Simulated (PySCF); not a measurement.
Atoms are numbered as in `[F:1][C:2]([F:3])([F:4])[CH2:5][c:6]1[cH:7][cH:8][cH-:9][cH:10]1` (H(Xn): hydrogen on atom n).

Geometry: GFN2-xTB; GIAO shifts from PySCF 2.14.0 with density-fitted response routines, gas phase, non-relativistic, averaged over equivalent atoms.

At CAM-B3LYP/pcSseg-1 (200 basis functions, 62 s wall time on 1 thread of an Arm Neoverse N1, shared host):
| atoms | δ (ppm) |
| --- | --- |
| F1/F3/F4 | -72.8 |
| C2 | 141.7 |
| C7/C10 | 108.7 |
| C8/C9 | 106.2 |
| C6 | 103.9 |
| C5 | 43.1 |
| H(C7)/H(C10) | 5.56 |
| H(C8)/H(C9) | 5.45 |
| H(C5) | 3.19 |

δ = σ(ref) − σ, references computed at the same level: CFCl3 for $^{19}$F (σref 183.22); TMS for $^{13}$C (σref 185.10), $^{1}$H (σref 31.78).

What do these become at PBE0/pcSseg-1?

Answers


| atoms | δ at PBE0/pcSseg-1 | change |
| --- | --- | --- |
| F1/F3/F4 | -84.6 | -11.8 |
| C2 | 138.5 | -3.2 |
| C7/C10 | 105.8 | -2.9 |
| C8/C9 | 103.6 | -2.6 |
| C6 | 100.1 | -3.8 |
| C5 | 42.3 | -0.8 |
| H(C7)/H(C10) | 5.60 | +0.04 |
| H(C8)/H(C9) | 5.50 | +0.05 |
| H(C5) | 3.28 | +0.09 |

Scale: $^{19}$F (σref 170.95) against CFCl3; $^{13}$C (σref 186.93) and $^{1}$H (σref 31.72) vs TMS (reference shieldings calculated alike).

The largest change is at F1/F3/F4 (fluorine of a CF3 group). Cost: 200 basis functions, 62 s wall time on 1 thread of an Arm Neoverse N1, shared host. The order of the carbon signals is the same at both levels.

Unscaled 19F shifts against computed CFCl3 carry errors that often reach 10 to 50 ppm.
